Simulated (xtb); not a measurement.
ScF3, SMILES [F][Sc]([F])[F]. All values are semi-empirical tight-binding results from xtb (GFN2-xTB unless named), good for trends rather than for accurate numbers. The structure is a stationary point at GFN2-xTB. The isomer is the one that the SMILES or the coordinates give; other isomers of the formula were not compared.

For metal compounds this method's bond lengths and energies can be far off.

The point group as xtb finds it is D3h, the orbital gap is 4.22 eV and the zero-point energy comes out as 3.0 kcal/mol. The G − E(el) at 298.15 K (modified RRHO) comes out as -14.5 kcal/mol.
